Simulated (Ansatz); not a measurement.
Isomers of NiP2H8 (singlet), relaxed with PBE0-D4/def2-SVP; total energies from Ansatz at RPA@PBE/def2-TZVP.

```
isomer                description  energy (Eh)
     A    cis-NiH2(PH3)2 (NiP2H8)  -2194.36403
     B  trans-NiH2(PH3)2 (NiP2H8)  -2194.35544
```

Correlated methods freeze 15 core orbitals; core or outer-core shells of Ni are correlated, in sets that lack core-valence functions.

Task: Work out the relative energies (1 Eh = 2625.5 kJ/mol) and the Boltzmann populations at 298 K from electronic energies alone (R = 8.314 J/mol/K).

Result: ΔE: A 0.0, B 22.6 kJ/mol. RT = 2.48 kJ/mol. Factors exp(−ΔE/RT): A 1, B 0.00011; sum 1.000. Populations: A 100.0 %, B 0.0 %. Zero-point energy, vibrational entropy and symmetry numbers are left out and can shift these; an error of 4 kJ/mol changes a ratio by a factor of 5.0. Over the other density-functional and correlated levels in def2 sets, the gap between A and B ranges from 10 to 42 kJ/mol.
